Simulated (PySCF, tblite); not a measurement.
Isomers of C5H9NO2Si, one GFN2-xTB conformer each. Single-point energies are computed at PBE0/pcSseg-1 (PySCF, gas phase, no added dispersion term), electronic only.

Problem. Rank them by PBE0/pcSseg-1 energy, lowest first (kJ/mol).
A. `[CH3:1][O:2][CH2:3][C@:4]([SiH3:5])([C:6]#[N:7])[CH:8]=[O:9]` with C1–O2–C3–C4 -171°, O2–C3–C4–Si5 21°, C3–C4–C8–O9 165°
B. `[CH3:1][O:2][SiH2:3]/[CH:4]=[C:5](\[C:6]#[N:7])[O:8][CH3:9]` with C1–O2–Si3–C4 -170°, O2–Si3–C4–C5 55°, C4–C5–O8–C9 1°
C. `[CH2:1]=[CH:2][C:3](=[O:4])[NH:5][SiH2:6][C:7]([CH3:8])=[O:9]` with C1–C2–C3–O4 3°, C2–C3–N5–Si6 180°, C3–N5–Si6–C7 180°, N5–Si6–C7–C8 176°
D. `[CH2:1]=[C:2]([O:3][CH3:4])[SiH2:5]/[N:6]=[CH:7]/[CH:8]=[O:9]` with C1–C2–O3–C4 -2°, C1–C2–Si5–N6 111°, C2–Si5–N6–C7 99°, N6–C7–C8–O9 -179°
E. `[CH:1]#[C:2][C@H:3]([CH3:4])[NH:5][C:6](=[O:7])[SiH2:8][OH:9]` with C2–C3–N5–C6 -122°, C3–N5–C6–O7 0°, N5–C6–Si8–O9 180°, C6–Si8–O9–H 0°
F. `[CH3:1][CH2:2][O:3][C@:4]([SiH3:5])([C:6]#[N:7])[CH:8]=[O:9]` with C1–C2–O3–C4 -67°, C2–O3–C4–Si5 -162°, O3–C4–C8–O9 -16°
G. `[CH3:1][N:2]([SiH3:3])[CH2:4][C:5]#[C:6][C:7](=[O:8])[OH:9]` with C1–N2–C4–C5 -69°, C6–C7–O9–H 180°
H. `[CH:1]#[C:2][C:3](=[O:4])[O:5][Si@H:6]([CH3:7])[NH:8][CH3:9]` with C2–C3–O5–Si6 178°, C3–O5–Si6–C7 -60°, O5–Si6–N8–C9 180°

Solution. C (0.0), H (20.8), E (87.6), B (119.7), G (178.1), D (193.6), A (199.6), F (210.7).

As drawn, the lowest has an N–H bond, a C(=O)–N unit and a C=C bond outside aromatic rings, which the highest lacks; the highest has a C≡N group, which the lowest lacks. Neighbours under 10 kJ/mol apart (C=C(OC)[SiH2]/N=C/C=O and COC[C@]([SiH3])(C#N)C=O) can change places with a better method, another conformer or zero-point energy. GFN2-xTB itself gives, in the same order: 38.4, 0.0, 36.1, 65.0, 76.1, 191.4, 158.7, 167.7. GFN2-xTB puts C#CC(=O)O[Si@H](C)NC lowest instead; measured from each level's own lowest isomer, the values differ by up to 102.0 kJ/mol (CN([SiH3])CC#CC(=O)O: 76.1 against 178.1).

Problem. Which frontier levels, dipoles and rotational constants go with these structures?

Solution. 
| SMILES | HOMO (eV, PBE0/pcSseg-1) | LUMO (eV) | dipole (D) | A, B, C (MHz) |
| --- | --- | --- | --- | --- |
| C=CC(=O)N[SiH2]C(C)=O | -6.90 | -1.40 | 0.79 | 4300, 614.9, 543.6 |
| C#CC(=O)O[Si@H](C)NC | -6.91 | -1.34 | 2.72 | 2887, 733.6, 625.4 |
| C#C[C@H](C)NC(=O)[SiH2]O | -7.26 | -0.19 | 3.39 | 2977, 619.7, 590.8 |
| CO[SiH2]/C=C(\C#N)OC | -7.50 | -1.41 | 4.07 | 2383, 816.5, 664.1 |
| CN([SiH3])CC#CC(=O)O | -6.89 | -1.19 | 2.26 | 2719, 553.6, 544.9 |
| C=C(OC)[SiH2]/N=C/C=O | -7.05 | -2.51 | 2.99 | 2122, 694.8, 579.4 |
| COC[C@]([SiH3])(C#N)C=O | -7.97 | -1.39 | 6.81 | 1921, 977.3, 906.5 |
| CCO[C@]([SiH3])(C#N)C=O | -7.92 | -1.61 | 1.83 | 1555, 1214, 1004 |

Problem. What happens when harmonic zero-point energies from GFN2-xTB frequencies are added?

Solution. 
```json
{"SMILES": "C=CC(=O)N[SiH2]C(C)=O", "ZPE (kJ/mol)": "339.5", "electronic (kJ/mol)": "0.0", "with ZPE (kJ/mol)": "0.0"}
{"SMILES": "C#CC(=O)O[Si@H](C)NC", "ZPE (kJ/mol)": "343.8", "electronic (kJ/mol)": "20.8", "with ZPE (kJ/mol)": "25.1"}
{"SMILES": "C#C[C@H](C)NC(=O)[SiH2]O", "ZPE (kJ/mol)": "338.1", "electronic (kJ/mol)": "87.6", "with ZPE (kJ/mol)": "86.2"}
{"SMILES": "CO[SiH2]/C=C(\\C#N)OC", "ZPE (kJ/mol)": "339.9", "electronic (kJ/mol)": "119.7", "with ZPE (kJ/mol)": "120.1"}
{"SMILES": "CN([SiH3])CC#CC(=O)O", "ZPE (kJ/mol)": "335.1", "electronic (kJ/mol)": "178.1", "with ZPE (kJ/mol)": "173.8"}
{"SMILES": "C=C(OC)[SiH2]/N=C/C=O", "ZPE (kJ/mol)": "334.6", "electronic (kJ/mol)": "193.6", "with ZPE (kJ/mol)": "188.7"}
{"SMILES": "COC[C@]([SiH3])(C#N)C=O", "ZPE (kJ/mol)": "334.3", "electronic (kJ/mol)": "199.6", "with ZPE (kJ/mol)": "194.5"}
{"SMILES": "CCO[C@]([SiH3])(C#N)C=O", "ZPE (kJ/mol)": "333.4", "electronic (kJ/mol)": "210.7", "with ZPE (kJ/mol)": "204.6"}
```

The zero-point energies span 10.4 kJ/mol. The order is unchanged.
